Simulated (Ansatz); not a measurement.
CH7ClOSSi2 (`CO[SiH2]S[SiH2]Cl`) at its PBE0-D4/def2-TZVP geometry, where that method's forces vanish. Charge 0, multiplicity 1.

```xyz
13

C    -0.3219   -1.8690    0.1553
O    -1.2015   -0.7716    0.0368
Si   -1.1825    0.5958    0.9241
S    -0.4923    2.2960   -0.1919
Si    1.1850    1.4317   -1.1468
Cl    2.4999    0.5922    0.1984
H     0.3147   -1.7880    1.0422
H    -0.9109   -2.7858    0.2254
H     0.3186   -1.9271   -0.7282
H    -0.3218    0.3888    2.1153
H    -2.5648    0.9659    1.2991
H     0.7960    0.3462   -2.0720
H     1.8816    2.5249   -1.8576
```

Question: What forces (eV/Å) does PBE-D4/def2-TZVPP give on these atoms in Ansatz? (Estimate.)

Answer: Computed: 
```
C1   0.140 -0.173  0.020
O2  -0.345 -0.073 -0.319
Si3  0.022  0.257  0.203
S4  -0.137  0.318 -0.021
Si5 -0.024  0.002 -0.055
Cl6  0.200 -0.121  0.180
H7   0.149  0.000  0.188
H8  -0.115 -0.211  0.015
H9   0.149 -0.027 -0.188
H10  0.099 -0.027  0.150
H11 -0.163  0.049  0.038
H12 -0.045 -0.126 -0.119
H13  0.071  0.133 -0.093
```
